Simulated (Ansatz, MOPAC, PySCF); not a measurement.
Spectroscopic constants of ScCl, closed-shell singlet (the spin of the measured ground state). No spin–orbit coupling. Sc is treated without relativity.

The constants come from a fifth-degree fit in 1/R (seven points, main isotopes). In def2 and cc sets the state is the lowest found near the PBE0 minimum, followed along R. The singlet is held restricted. HF and MP2 rows in def2 and cc sets belong to the determinant that coupled cluster picked by its CCSD energy.

The values were computed with Ansatz (a quantum-chemistry and plane-wave program) with Gaussian orbitals; MOPAC for PM6 (differences of heats of formation); PySCF for 3-21G rows, LANL2DZ rows. Values without a source in brackets are computed.

| level | r_e (Å) | ω_e (cm⁻¹) | ω_e x_e (cm⁻¹) | B_e (cm⁻¹) | D_e (eV) | dipole (D) |
|---|---|---|---|---|---|---|
| PM6 | 2.216 | 468 | 1.1 | 0.175 | - | - |
| HF/3-21G | 2.321 | 409 | 1.3 | 0.159 | - | 4.61 |
| HF/def2-TZVPP | 2.285 | 435 | 1.5 | 0.164 | - | - |
| HF/def2-QZVPP | 2.283 | 435 | 1.5 | 0.164 | - | - |
| SVWN5/def2-TZVPP | 2.176 | 474 | 1.7 | 0.181 | - | 2.24 |
| PBE/def2-TZVPP | 2.218 | 446 | 1.7 | 0.174 | - | 2.38 |
| r2SCAN/def2-TZVPP | 2.222 | 450 | 1.6 | 0.174 | - | 2.64 |
| B97M-V/def2-TZVPP | 2.225 | 450 | 1.6 | 0.173 | - | 2.77 |
| B3LYP/LANL2DZ | 2.251 | 445 | 1.8 | 0.169 | - | 4.16 |
| B3LYP/def2-TZVPP | 2.234 | 441 | 1.6 | 0.172 | 4.37 | 2.93 |
| PBE0/def2-TZVPP | 2.218 | 452 | 1.7 | 0.174 | 4.45 | 2.77 |
| BHLYP/def2-TZVPP | 2.239 | 446 | 1.6 | 0.171 | 3.98 | 3.23 |
| CAM-B3LYP/def2-TZVPP | 2.229 | 447 | 1.6 | 0.172 | 4.35 | 3.22 |
| wB97X-V/def2-TZVPP | 2.235 | 443 | 1.6 | 0.172 | 4.53 | 3.31 |
| wB97M-V/def2-TZVPP | 2.236 | 442 | 1.6 | 0.171 | 4.53 | 3.28 |
| B2PLYP/def2-TZVPP | 2.230 | 452 | 1.6 | 0.172 | - | - |
| MP2/def2-TZVPP | 2.223 | 465 | 1.6 | 0.173 | - | - |
| MP2/def2-QZVPP | 2.212 | 473 | 1.8 | 0.175 | - | - |
| MP2/CBS(def2-TZVPP, def2-QZVPP) | 2.205 | 479 | 1.9 | 0.176 | - | - |
| SCS-MP2/def2-TZVPP | 2.239 | 457 | 1.6 | 0.171 | - | - |
| SCS-MP2/def2-QZVPP | 2.228 | 465 | 1.8 | 0.173 | - | - |
| CCSD/def2-TZVPP | 2.248 | 453 | 1.6 | 0.170 | 4.34 | - |
| CCSD/def2-QZVPP | 2.238 | 461 | 1.8 | 0.171 | 4.34 | - |
| CCSD(T)/def2-TZVPP | 2.243 | 455 | 1.6 | 0.170 | 4.56 | - |
| CCSD(T)/def2-QZVPP | 2.233 | 462 | 1.8 | 0.172 | 4.58 | - |
| CCSD(T)/CBS(def2-TZVPP, def2-QZVPP) | 2.226 | 467 | 1.9 | 0.173 | 4.63 | - |

D_e counts from each atom's lowest state at the same level, without counterpoise or zero-point energy.

Correlated levels freeze the inner cores; with def2 sets outer-core shells near the valence are correlated too. CBS: X⁻³ extrapolation of the correlation energy, Hartree–Fock from the larger set. Rows in 3-21G, LANL2DZ carry no dispersion term and start afresh at each structure; the Pople sets are all-electron and without relativity. LANL2DZ brings its own core potentials from Na on. The state that PM6 reach isn't checked.

Doubts at one or more of the structures used: a restricted determinant that unrestricted orbitals would lower (HF/def2-TZVPP, HF/def2-QZVPP, B2PLYP/def2-TZVPP, MP2/def2-TZVPP, MP2/def2-QZVPP, MP2/CBS(def2-TZVPP, def2-QZVPP), SCS-MP2/def2-TZVPP, SCS-MP2/def2-QZVPP, CCSD/def2-TZVPP, CCSD/def2-QZVPP, CCSD(T)/def2-TZVPP, CCSD(T)/def2-QZVPP, CCSD(T)/CBS(def2-TZVPP, def2-QZVPP)).
